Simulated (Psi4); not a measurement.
sulfolane (C4H8O2S), singlet, geometry from GFN2-xTB; CEPA(1)/STO-3G run with Psi4.

Input for Psi4:
```
memory 2 GB

molecule mol {
0 1
  O     1.599527    0.875451   -0.676870
  S     0.602141    0.398753    0.241387
  O     0.786503    0.704641    1.633386
  C    -1.066395    0.927887   -0.299577
  C    -1.607022   -0.314401   -0.972772
  C    -1.150763   -1.511876   -0.132773
  C     0.351035   -1.401616    0.012803
  H    -1.617656    1.197006    0.596054
  H    -0.960681    1.781152   -0.959337
  H    -2.694366   -0.288813   -1.053931
  H    -1.188259   -0.397225   -1.977514
  H    -1.442733   -2.450882   -0.604557
  H    -1.618134   -1.461242    0.852482
  H     0.753413   -1.918410    0.876248
  H     0.884786   -1.682331   -0.889848
}

set basis sto-3g
set reference rhf

energy('cepa(1)')
print_variables()
```

It wrote (shortened):

```
   => Loading Basis Set <=

    Name: STO-3G
    Role: ORBITAL
    Keyword: BASIS

         ---------------------------------------------------------
                                   SCF
               by Justin Turney, Rob Parrish, Andy Simmonett
                          and Daniel G. A. Smith
                              RHF Reference
         ---------------------------------------------------------

  ==> Geometry <==

    Molecular point group: c1
    Full point group: C1

    Geometry (in Angstrom), charge = 0, multiplicity = 1:

       Center              X                  Y                   Z               Mass
    ------------   -----------------  -----------------  -----------------  -----------------
         O            1.534598745049     0.832453725266    -0.702898626022    15.994914619570
         S            0.537212745049     0.355755725266     0.215358373978    31.972071174400
         O            0.721574745049     0.661643725266     1.607357373978    15.994914619570
         C           -1.131323254951     0.884889725266    -0.325605626022    12.000000000000
         C           -1.671950254951    -0.357398274734    -0.998800626022    12.000000000000
         C           -1.215691254951    -1.554873274734    -0.158801626022    12.000000000000
         C            0.286106745049    -1.444613274734    -0.013225626022    12.000000000000
         H           -1.682584254951     1.154008725266     0.570025373978     1.007825032230
         H           -1.025609254951     1.738154725266    -0.985365626022     1.007825032230
         H           -2.759294254951    -0.331810274734    -1.079959626022     1.007825032230
         H           -1.253187254951    -0.440222274734    -2.003542626022     1.007825032230
         H           -1.507661254951    -2.493879274734    -0.630585626022     1.007825032230
         H           -1.683062254951    -1.504239274734     0.826453373978     1.007825032230
         H            0.688484745049    -1.961407274734     0.850219373978     1.007825032230
         H            0.819857745049    -1.725328274734    -0.915876626022     1.007825032230

  Running in c1 symmetry.

  Rotational constants: A =      0.12584  B =      0.06872  C =      0.06320 [cm^-1]
  Rotational constants: A =   3772.67438  B =   2060.32058  C =   1894.60684 [MHz]
  Nuclear repulsion =  431.159838104737275

  Charge       = 0
  Multiplicity = 1
  Electrons    = 64
  Nalpha       = 32
  Nbeta        = 32

  ==> Algorithm <==

  SCF Algorithm Type is PK.
  DIIS enabled.
  MOM disabled.
  Fractional occupation disabled.
  Guess Type is SAD.
  Energy threshold   = 1.00e-08
  Density threshold  = 1.00e-08
  Integral threshold = 1.00e-12

  ==> Primary Basis <==

  Basis Set: STO-3G
    Blend: STO-3G
    Number of shells: 31
    Number of basis functions: 47
    Number of Cartesian functions: 47
    Spherical Harmonics?: true
    Max angular momentum: 1

  ==> Integral Setup <==

  Using in-core PK algorithm.
   Calculation information:
      Number of atoms:                  15
      Number of AO shells:              31
      Number of primitives:             93
      Number of atomic orbitals:        47
      Number of basis functions:        47

      Integral cutoff                 1.00e-12
      Number of threads:                 1

  Performing in-core PK
  Using 1273512 doubles for integral storage.
  We computed 111751 shell quartets total.
  Whereas there are 123256 unique shell quartets.

  ==> DiskJK: Disk-Based J/K Matrices <==

    J tasked:                  Yes
    K tasked:                  Yes
    wK tasked:                  No
    Schwarz Cutoff:          1E-12

  Minimum eigenvalue in the overlap matrix is 2.0082858629E-01.
  Reciprocal condition number of the overlap matrix is 7.6811627200E-02.
    Using symmetric orthogonalization.

  ==> Pre-Iterations <==

  SCF Guess: Superposition of Atomic Densities via on-the-fly atomic UHF (no occupation information).

[...]
    ---------------------

    Doubly Occupied:

[...]
    Virtual:

[...]
    Final Occupation by Irrep:
              A
    DOCC [    32 ]
    NA   [    32 ]
    NB   [    32 ]

  @RHF Final Energy:  -694.78483732709742

   => Energetics <=

    Nuclear Repulsion Energy =            431.1598381047372754
    One-Electron Energy =               -1815.2132560855391148
    Two-Electron Energy =                 689.2685806537044755
    Total Energy =                       -694.7848373270974207

Computation Completed

Properties will be evaluated at   0.000000,   0.000000,   0.000000 [a0]

Properties computed using the SCF density matrix

 Multipole Moments:

 ------------------------------------------------------------------------------------
     Multipole            Electronic (a.u.)      Nuclear  (a.u.)        Total (a.u.)
 ------------------------------------------------------------------------------------

 L = 1.  Multiply by 2.5417464519 to convert [e a0] to [Debye]
 Dipole X            :          6.3784841           -7.8525912           -1.4741072
 Dipole Y            :          4.2239961           -5.2001910           -0.9761949
 Dipole Z            :          2.5570173           -3.1479607           -0.5909434
 Magnitude           :                                                    1.8641788

 ------------------------------------------------------------------------------------

 MINTS: Wrapper to libmints.
   by Justin Turney

   Calculation information:
      Number of threads:                 1
      Number of atoms:                  15
      Number of AO shells:              31
      Number of SO shells:              31
      Number of primitives:             93
      Number of atomic orbitals:        47
      Number of basis functions:        47

      Number of irreps:                  1
      Integral cutoff                 1.00e-12
      Number of functions per irrep: [  47 ]

 OEINTS: Overlap, kinetic, potential, dipole, and quadrupole integrals
         stored in file 35.

      Computed 602670 non-zero two-electron integrals.
        Stored in file 33.

        ==> Transform all two-electron integrals <==

	Presorting SO-basis two-electron integrals.
	Sorting File: SO Ints (nn|nn) nbuckets = 1
	Constructing frozen core operators
	Starting first half-transformation.
	Sorting half-transformed integrals.
	First half integral transformation complete.
	Starting second half-transformation.
	Two-electron integral transformation complete.

Traceback (most recent call last):
  File "psi4", line 375, in <module>
  File "<string>", line 36, in <module>
  File "site-packages/psi4/driver/driver.py", line 533, in energy
  File "site-packages/psi4/driver/procrouting/proc.py", line 5807, in run_cepa

RuntimeError:
Fatal Error: ndocc must be less than nvirt
The most recent 5 function calls were:

psi::PsiException::PsiException(std::__cxx11::basic_string<char, std::char_traits<char>, std::allocator<char> >, char const*, int)

Printing out the relevant lines from the Psithon --> Python processed input file:
      H     0.884786   -1.682331   -0.889848
    ""","mol")
    core.IO.set_default_namespace("mol")
    core.set_global_option("BASIS", "sto-3g")
    core.set_global_option("REFERENCE", "rhf")
--> energy('cepa(1)')
    print_variables()

!----------------------------------------------------------------------------------!
!                                                                                  !
! Fatal Error: ndocc must be less than nvirt                                       !
! The most recent 5 function calls were:                                           !
! psi::PsiException::PsiException(std::__cxx11::basic_string<char,                 !
!     std::char_traits<char>, std::allocator<char> >, char const*, int)            !
!                                                                                  !
!----------------------------------------------------------------------------------!
```

The program stopped with an error.
